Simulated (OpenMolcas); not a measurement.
## Se+: CASPT2 settings compared

| Property | Result |
| --- | --- |
| Program | OpenMolcas |
| Basis | ANO-R2 [6s6p4d3f1g] |
| Scalar Hamiltonian | X2C, finite nucleus |
| Active space | 5 electrons in 8 orbitals (4s 4p 5s 5p) |
| State averaging | 2S+1 = 4 odd, 1 root; 2S+1 = 2 odd, 8 roots kept (CI in the orbitals of an earlier block); 2S+1 = 4 even, 3 roots; 2S+1 = 2 even, 6 roots kept (CI in the orbitals of an earlier block) |
| Spin-orbit coupling | state interaction with AMFI integrals over the reference wave functions, term energies averaged over their components |

Methods on the same reference wave functions:
A. CASSCF
B. SS-CASPT2, IPEA 0.2 Eh, sigma1 regulariser 0.4 Eh (closed shells correlated: 3d)
C. SS-CASPT2, IPEA 0.35 Eh, sigma1 regulariser 0.25 Eh (closed shells correlated: none)
D. XMS-CASPT2, IPEA 0.5 Eh, real shift 0.5 Eh (closed shells correlated: 3d)

Energies in eV above 4s² 4p³ ⁴S°_3/2, the measured ground level; measured values from NIST Handbook of Basic Atomic Spectroscopic Data.

```tsv
Level	A	B	C	D	Measured
4s² 4p³ ⁴S°_3/2	0.0000	0.0000	0.0000	0.0000	0.0000
4s² 4p³ ²D°_3/2	2.1100	1.779	1.771	1.767	1.6326
4s² 4p³ ²D°_5/2	2.1881	1.838	1.834	1.827	1.7090
4s² 4p³ ²P°_1/2	3.0570	3.053	2.966	3.024	2.8564
4s² 4p³ ²P°_3/2	3.1459	3.123	3.040	3.095	2.9626
```

Deviations, from unrounded energies. A percentage is the sum of absolute deviations over the sum of measured energies, with the sign that they share, or ± where signs differ.

| Against measurement | Levels | A | B | C | D |
| --- | --- | --- | --- | --- | --- |
| mean absolute deviation (cm-1) | 4 | 2700 | 1300 | 910 | 1100 |
| other terms of the ground configuration (%) | 4 | +14.6 | +6.9 | +4.9 | +6.0 |

C lies closest to measurement on these levels and A furthest from it. The largest miss of C in the table is 4s² 4p³ ²D°_3/2, by +1100 cm-1. The ranking rests on the paired levels alone, and a cruder setting can come out closer through cancelling errors.

Among B to D the level of the table that moves most is 4s² 4p³ ²P°_1/2, by 710 cm-1 (lowest in C, highest in B). Moves below CASPT2's spread within the term are not significant.

The mean deviations of B to D differ by less than CASPT2's widest spread within a term (540 cm-1), so their order carries little weight.

From A to B the spin-free energies of the other terms of 4s² 4p³ shown, above ⁴S°, scale by factors of 0.84 to 1.00.

The lowest spin-free term lies below A's lowest term by 0.544 hartree in B, 0.068 hartree in C, 0.535 hartree in D.

Term energies are means over components that CASPT2 splits; among the terms shown or strongly mixed into the levels shown the widest spread is 540 cm-1 (4s² 4p³ ²D°, D). Over all roots computed the reference weight is 0.90 to 0.97 in C; the roots of lowest weight are the least certain, and an intruder state may touch them. Terms from blocks run as CI alone lack orbitals of their own. Active for correlation alone: 5p 5s; no level in the range computed is led by a configuration that fills them, so any true level of that kind is missing. Without dynamic correlation excited terms often stand tens of per cent too high (terms of higher spin than the ground term too low), and those without a measured partner can miss by more than the paired ones (holds for A). Measured partners are found by configuration, term and J. A level has none where our copy of the source lacks it or the pairing is in doubt (some pairs that miss far off the trend of their configuration count as doubtful), and it then counts in no deviation. Levels of configurations outside the active space are missing. The table leaves out levels that lie high or whose names do not pair safely across all columns.

° marks odd parity.
